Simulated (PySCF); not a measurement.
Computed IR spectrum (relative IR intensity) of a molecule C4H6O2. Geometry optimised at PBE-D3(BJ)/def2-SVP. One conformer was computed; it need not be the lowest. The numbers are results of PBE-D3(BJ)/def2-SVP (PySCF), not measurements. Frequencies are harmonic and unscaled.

| ν (cm⁻¹) | relative intensity |
|---|---|
| 468 | 3.6 |
| 671 | 24 |
| 820 | 2.7 |
| 823 | 5.8 |
| 883 | 19 |
| 1030 | 15 |
| 1061 | 5.0 |
| 1083 | 6.6 |
| 1101 | 5.9 |
| 1185 | 100 |
| 1339 | 6.3 |
| 1351 | 27 |
| 1404 | 2.7 |
| 1645 | 17 |
| 2957 | 25 |
| 3088 | 6.5 |

Which molecule gave these data?
A) CC(=O)CC=O
B) C1=COCCO1
C) C=C1COCO1
D) CC1OC=CO1

D, CC1OC=CO1
